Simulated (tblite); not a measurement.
Species: C7H13NO.
Numbering: `[CH2:1]=[C:2]([CH3:3])[CH2:4][CH2:5][C:6](=[O:7])[NH:8][CH3:9]` (hydrogens: H10, H11 on C1; H12, H13, H14 on C3; H15, H16 on C4; H17, H18 on C5; H19 on N8; H20, H21, H22 on C9)

Computed with GFN2-xTB (tblite), gas phase: L-BFGS steps from a force-field or distance-geometry start until the largest atomic force falls under 0.01 eV/Å.

Step 46: E = -777.9686 eV
```
atom  x, y, z in Å  |  force x, y, z in eV/Å
C1     -2.7776   -0.7106    1.5410    0.006   0.011   0.004
C2     -2.2042   -0.0556    0.5442    0.012   0.002   0.006
C3     -2.9017    0.1028   -0.7760    0.006   0.019   0.015
C4     -0.8468    0.5829    0.6834   -0.023  -0.005  -0.025
C5      0.2090   -0.1702   -0.1327   -0.056   0.004  -0.007
C6      1.6048    0.4219    0.0114   -0.041  -0.007   0.030
O7      1.8678    1.4136    0.6537    0.005  -0.029  -0.023
N8      2.5331   -0.2809   -0.6845   -0.020   0.004   0.008
C9      3.9362    0.0507   -0.6866    0.016   0.015   0.004
H10    -2.3141   -0.8081    2.5075    0.023  -0.016  -0.003
H11    -3.7497   -1.1619    1.4293    0.011  -0.022   0.039
H12    -3.7444   -0.5812   -0.8505    0.012   0.032   0.008
H13    -2.2329   -0.0822   -1.6140    0.018   0.015   0.027
H14    -3.2797    1.1213   -0.8682    0.028   0.012  -0.025
H15    -0.8851    1.6200    0.3408    0.017  -0.032   0.004
H16    -0.5403    0.5865    1.7322   -0.024   0.015  -0.079
H17    -0.0467   -0.1418   -1.1951   -0.015  -0.048   0.014
H18     0.2331   -1.2154    0.1886    0.012   0.011  -0.034
H19     2.2501   -1.1124   -1.1785    0.026   0.006   0.028
H20     4.3254    0.0559   -1.7045   -0.001   0.009  -0.037
H21     4.5121   -0.6596   -0.0887    0.007  -0.022   0.010
H22     4.0411    1.0433   -0.2544   -0.019   0.026   0.038
```

Step 47: E = -777.9695 eV
```
atom  x, y, z in Å  |  force x, y, z in eV/Å
C1     -2.7751   -0.7158    1.5397    0.004   0.018   0.001
C2     -2.2037   -0.0563    0.5443   -0.009  -0.026   0.001
C3     -2.8991    0.1037   -0.7769    0.000   0.020   0.012
C4     -0.8483    0.5860    0.6831   -0.038  -0.012  -0.021
C5      0.2086   -0.1683   -0.1291   -0.042   0.003  -0.013
C6      1.6039    0.4252    0.0129   -0.030  -0.015   0.032
O7      1.8684    1.4183    0.6521   -0.002  -0.021  -0.019
N8      2.5311   -0.2802   -0.6818   -0.025   0.004   0.008
C9      3.9342    0.0486   -0.6878    0.017   0.018   0.002
H10    -2.3082   -0.8144    2.5050    0.010  -0.014  -0.012
H11    -3.7476   -1.1688    1.4300    0.045  -0.010   0.033
H12    -3.7453   -0.5760   -0.8527    0.013   0.038   0.015
H13    -2.2310   -0.0855   -1.6154    0.013   0.020   0.047
H14    -3.2703    1.1248   -0.8686    0.021   0.007  -0.036
H15    -0.8903    1.6212    0.3361    0.025  -0.024   0.000
H16    -0.5439    0.5952    1.7317   -0.013   0.012  -0.059
H17    -0.0463   -0.1433   -1.1912   -0.020  -0.041  -0.006
H18     0.2342   -1.2134    0.1923    0.009   0.015  -0.017
H19     2.2470   -1.1134   -1.1710    0.015  -0.017   0.011
H20     4.3202    0.0585   -1.7067    0.000   0.005  -0.044
H21     4.5104   -0.6655   -0.0954    0.016  -0.025   0.016
H22     4.0409    1.0387   -0.2521   -0.008   0.046   0.050
```

Question: Estimate the geometry and energy of step 48. (The exact step hangs on the optimiser's Hessian estimate; all steps are aligned on step 47, rigid shifts and turns removed.)

Answer: E = -777.9707 eV, largest force 0.076 eV/Å
```
atom  x, y, z in Å  |  force x, y, z in eV/Å
C1     -2.7705   -0.7220    1.5379    0.004   0.016   0.009
C2     -2.2025   -0.0572    0.5440   -0.037  -0.043  -0.008
C3     -2.8953    0.1055   -0.7779   -0.011   0.018   0.005
C4     -0.8505    0.5899    0.6823   -0.043  -0.018  -0.017
C5      0.2071   -0.1662   -0.1247   -0.011  -0.005  -0.024
C6      1.6019    0.4279    0.0145   -0.011  -0.025   0.016
O7      1.8696    1.4232    0.6485   -0.018  -0.001  -0.002
N8      2.5275   -0.2807   -0.6786   -0.017  -0.003  -0.001
C9      3.9306    0.0466   -0.6887    0.014   0.022   0.003
H10    -2.2988   -0.8224    2.5011   -0.002  -0.010  -0.016
H11    -3.7427   -1.1776    1.4318    0.065  -0.003   0.022
H12    -3.7461   -0.5680   -0.8551    0.004   0.039   0.022
H13    -2.2287   -0.0896   -1.6167    0.016   0.023   0.061
H14    -3.2570    1.1297   -0.8697    0.009   0.008  -0.045
H15    -0.8954    1.6224    0.3299    0.027  -0.002  -0.010
H16    -0.5481    0.6065    1.7302    0.003   0.006  -0.022
H17    -0.0466   -0.1467   -1.1865   -0.027  -0.028  -0.033
H18     0.2348   -1.2108    0.1968    0.002   0.008   0.009
H19     2.2436   -1.1168   -1.1620    0.002  -0.037  -0.004
H20     4.3134    0.0643   -1.7091   -0.005   0.000  -0.033
H21     4.5069   -0.6727   -0.1027    0.025  -0.016   0.013
H22     4.0364    1.0339   -0.2468    0.011   0.051   0.055
```

The energy changes by -0.0012 eV. The first-order estimate −F·Δx gives -0.0017 eV and the mean of the old and new forces, exact on a quadratic surface, -0.0012 eV. The step makes an angle of 76° with the force vector and moves no atom by more than 0.014 Å.

What follows is the cost of the whole relaxation. Hardware: Arm Neoverse V1, one thread, no GPU, shared host. Cost: 0.64 s wall.
